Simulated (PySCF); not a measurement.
CH₅GaO₃.

```xyz
10

Ga     0.1021     0.2976     0.1879
O      1.1769     1.7074     0.2224
H      1.7503     1.7587    -0.5498
O     -1.0449    -0.0048     1.5062
H     -1.0048     0.6622     2.1994
O      0.1722    -0.8231    -1.1796
C     -0.6307    -1.9657    -1.3020
H     -1.2252    -1.9154    -2.2316
H     -0.0002    -2.8709    -1.3608
H     -1.3347    -2.1024    -0.4613
```
Charge 0, spin multiplicity 1.

Coordinates come from a PBE0-D3(BJ)/def2-SVP optimisation. The structure was generated by enumeration; whether it is a known compound was not checked. One conformer was computed; it need not be the lowest.

Level of theory: PBE0/pcSseg-1 in PySCF. Non-relativistic, no solvent.

**Question.** Give the absolute GIAO shielding of each atom: isotropic value and principal components (ppm). (The exact figures need the calculation; the answer reports its results.)

**Answer.** 
```csv
atom,σ(iso),σ11,σ22,σ33,span
Ga1,1484.3,1247.4,1585.5,1620.1,372.7
O2,307.9,266.0,320.5,337.2,71.2
H3,29.8,20.8,24.6,44.0,23.2
O4,314.5,266.9,335.0,341.7,74.8
H5,29.8,21.1,24.2,44.1,23.0
O6,306.3,221.8,334.8,362.4,140.7
C7,127.3,96.8,101.7,183.5,86.8
H8,27.4,23.1,24.5,34.5,11.3
H9,27.4,23.1,24.4,34.5,11.3
H10,27.1,21.5,25.9,33.8,12.3
```
